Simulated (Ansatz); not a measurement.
Isolated molecules relaxed with PBE0-D4/def2-TZVP in Ansatz; ΔE leaves out vibrations. CBS: MP2 limit from def2 TZ/QZ plus the TZ coupled-cluster correction, frozen cores. This one scheme is used for every species. Double bonds are as drawn, so ΔE can hold a change between cis and trans. Functionals use def2-TZVPP. B3LYP here is the variant with VWN-RPA as its local correlation; programs differ in this. HSE06 is defined as in plane-wave codes. One conformer a species, not always the lowest.

Reaction (redistribution): `O[SiH2][AlH2]` + `[SiH3]/C=C/[SiH3]` → `O[SiH2]/C=C/[SiH3]` + `[AlH2][SiH3]`

`O[SiH2][AlH2]`:

Z-matrix (Å, degrees):
```
Si
Al 1 2.460
O 1 1.661 2 109.0
H 1 1.499 2 111.1 3 122.0
H 1 1.498 2 111.2 3 -122.0
H 2 1.591 1 118.5 3 179.3
H 2 1.588 1 122.5 3 -0.7
H 3 0.959 1 117.0 2 180.0
```

`[SiH3]/C=C/[SiH3]`:

```xyz
12

Si    2.207   -0.025   -0.656
C     0.362    0.207   -0.523
C    -0.362   -0.206    0.523
Si   -2.207    0.025    0.656
H     2.892    1.289   -0.791
H     2.694   -0.717    0.566
H     2.548   -0.837   -1.857
H    -0.154    0.706   -1.344
H     0.154   -0.705    1.345
H    -2.550    0.830    1.860
H    -2.693    0.723   -0.563
H    -2.892   -1.290    0.783
```

`O[SiH2]/C=C/[SiH3]`:

Cartesian coordinates in Å:
```
O -2.052 -1.802 -0.145
Si -2.116 -0.163 0.016
C -0.406 0.572 0.070
C 0.707 -0.170 0.097
Si 2.427 0.543 0.147
H -1.845 -2.154 -1.011
H -2.838 0.098 1.285
H -2.868 0.458 -1.111
H -0.308 1.660 0.078
H 0.597 -1.256 0.096
H 3.218 0.089 -1.030
H 3.147 0.098 1.371
H 2.335 2.027 0.137
```

`[AlH2][SiH3]`:

Cartesian coordinates in Å:
```
Al -0.613 1.267 0.046
Si 0.461 -0.940 -0.058
H -0.732 2.194 -1.238
H -1.204 1.786 1.427
H 1.613 -1.008 0.888
H -0.496 -2.011 0.349
H 0.972 -1.287 -1.414
```

```
             level  ΔE (kcal/mol)  difference from CCSD(T)/CBS
       LDA (SPW92)           -5.3                         -0.7
            PBE-D4           -4.7                         -0.1
           BLYP-D4           -4.2                          0.4
            B97M-V           -5.4                         -0.8
        r2SCANh-D4           -5.3                         -0.7
        r2SCAN0-D4           -5.3                         -0.7
          HSE06-D4           -4.9                         -0.3
            revPBE           -4.2                          0.4
            r2SCAN           -5.2                         -0.6
             B3LYP           -4.2                          0.4
             HSE06           -4.7                         -0.1
         CAM-B3LYP           -4.4                          0.2
  CCSD(T)/def2-SVP           -5.8                         -1.2
SCS-MP2/def2-TZVPP           -4.4                          0.2
CCSD(T)/def2-TZVPP           -4.9                         -0.3
    CCSD/CBS(def2)           -4.5                          0.1
       CCSD(T)/CBS           -4.6                            0
```

Largest T1 diagnostic among the species: 0.012.

At CCSD(T), def2-SVP lies −1.1 kcal/mol from the extrapolated value and def2-TZVPP −0.3 kcal/mol. Leaving LDA and LC-ωPBE aside and taking each functional with its dispersion term where it has one, the values spread over 1.1 kcal/mol, from B97M-V to BLYP-D4. LDA lies −0.8 kcal/mol from PBE without D4.
